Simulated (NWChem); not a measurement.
Species: diarsenic (As2); SMILES [As]#[As]

All runs: NWChem. The geometry was optimised at B3LYP/6-31G* (spherical d). Level PBE/def2-TZVP: single points from the atomic guess with DIIS by default; each run changes one setting, and all converged runs end within 0.3 mHa of each other. cgmin counts macro-iterations, each dearer than a DIIS step.

```csv
setting,SCF iterations
defaults,7
DIIS on 3 Fock matrices,7
core-Hamiltonian guess,9
70 % damping for 30 cycles,28
occupation smearing of 0.005 Ha,7
quadratically convergent solver (cgmin),4
```
